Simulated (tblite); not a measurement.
C₆H₇N (charge +1 and doublet state).
Numbering: `[H]/[N:1]=[CH:2]/[C+:3]=[C:4]/[CH:5]1[CH2:6][CH2:7]1` (hydrogens: H8 on N1; H9 on C2; H10 on C5; H11, H12 on C6; H13, H14 on C7)
Bond orders are those of one Lewis drawing.

Computed with GFN2-xTB (tblite), gas phase: L-BFGS steps from a force-field or distance-geometry start until the largest atomic force falls under 0.01 eV/Å.

At the end of the run (lengths in Å): C3=C4 1.223, C4–C5 1.390, C6–C7 1.468, N1–H8 1.011, C7–H14 1.080, C2–C3 1.391, N1=C2 1.241, C3–C4–C5 175.4°, C2–C3–C4 174.9°, C4–C5–C6 119.2°, N1–C2–C3 130.0°, C4–C5–C6–C7 -108°, C4–C5–C7–C6 107°, H13–C7–C5–C4 -3°, H8–N1–C2–C3 180°.

**Question.** These geometries were met on the way; a selection of coordinates is given. Order them by energy above the end point, lowest first.
A. C3=C4 1.229, C4–C5 1.405, C6–C7 1.456, N1–H8 1.014, C7–H14 1.082, C2–C3 1.399, N1=C2 1.245, C3–C4–C5 160.9°, C2–C3–C4 169.7°, C4–C5–C6 131.2°, N1–C2–C3 126.9°, C4–C5–C6–C7 -106°, C4–C5–C7–C6 121°, H13–C7–C5–C4 10°, H8–N1–C2–C3 172°
B. C3=C4 1.238, C4–C5 1.417, C6–C7 1.490, N1–H8 1.016, C7–H14 1.082, C2–C3 1.423, N1=C2 1.237, C3–C4–C5 135.1°, C2–C3–C4 158.9°, C4–C5–C6 118.3°, N1–C2–C3 126.8°, C4–C5–C6–C7 -118°, C4–C5–C7–C6 104°, H13–C7–C5–C4 -5°, H8–N1–C2–C3 177°
C. C3=C4 1.225, C4–C5 1.388, C6–C7 1.478, N1–H8 1.007, C7–H14 1.087, C2–C3 1.395, N1=C2 1.248, C3–C4–C5 157.2°, C2–C3–C4 151.5°, C4–C5–C6 129.7°, N1–C2–C3 122.7°, C4–C5–C6–C7 -115°, C4–C5–C7–C6 118°, H13–C7–C5–C4 8°, H8–N1–C2–C3 171°
D. C3=C4 1.226, C4–C5 1.392, C6–C7 1.480, N1–H8 1.012, C7–H14 1.084, C2–C3 1.410, N1=C2 1.248, C3–C4–C5 165.5°, C2–C3–C4 163.1°, C4–C5–C6 133.3°, N1–C2–C3 122.6°, C4–C5–C6–C7 -107°, C4–C5–C7–C6 124°, H13–C7–C5–C4 18°, H8–N1–C2–C3 163°
E. C3=C4 1.311, C4–C5 1.469, C6–C7 1.522, N1–H8 1.060, C7–H14 1.124, C2–C3 1.433, N1=C2 1.282, C3–C4–C5 126.5°, C2–C3–C4 161.7°, C4–C5–C6 111.1°, N1–C2–C3 124.2°, C4–C5–C6–C7 -116°, C4–C5–C7–C6 97°, H13–C7–C5–C4 -10°, H8–N1–C2–C3 179°

**Answer.** A (0.252 eV), D (0.419 eV), C (0.701 eV), B (1.140 eV), E (1.863 eV).

| step | E above end (eV) | rms distance from the end, all atoms (Å) | largest force (eV/Å) | rms shift of all bonds from the end (Å) |
| --- | --- | --- | --- | --- |
| 20 | 0.252 | 0.470 | 0.541 | 0.010 |
| 16 | 0.419 | 0.548 | 0.598 | 0.011 |
| 8 | 0.701 | 0.689 | 0.492 | 0.006 |
| 2 | 1.140 | 0.724 | 2.225 | 0.018 |
| 0 | 1.863 | 0.737 | 6.333 | 0.045 |

Rows stand in the order of the answer.
